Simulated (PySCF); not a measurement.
BeO, SMILES [O]=[Be]. Atoms are numbered in the order given.

```xyz
2

Be     0.0000     0.0000    -0.8825
O      0.0000     0.0000     0.4412
```

The structure is a stationary point at B3LYP-D3(BJ)/def2-TZVPD.

The numbers are results of r2SCAN/def2-TZVPD (PySCF), not measurements.

The molecule is in vacuum.

### Question
Estimate the frontier levels, gap, dipole moment and polarisability. (Estimate from the structure and the level; the computed values follow.)

### Answer

| Property | Value |
|---|---|
| highest occupied level | -6.29 eV |
| lowest empty level | -4.25 eV |
| orbital gap | 2.05 eV |
| dipole moment | 6.32 D |
| quadrupole, principal values (traceless, Buckingham form, about the centre of nuclear charge) | -3.38, -3.38, 6.77 D·Å |
| mean static polarisability | 29.2 bohr³ (4.33 Å³) |
| polarisability, principal values | 28.6, 28.6, 30.4 bohr³ |
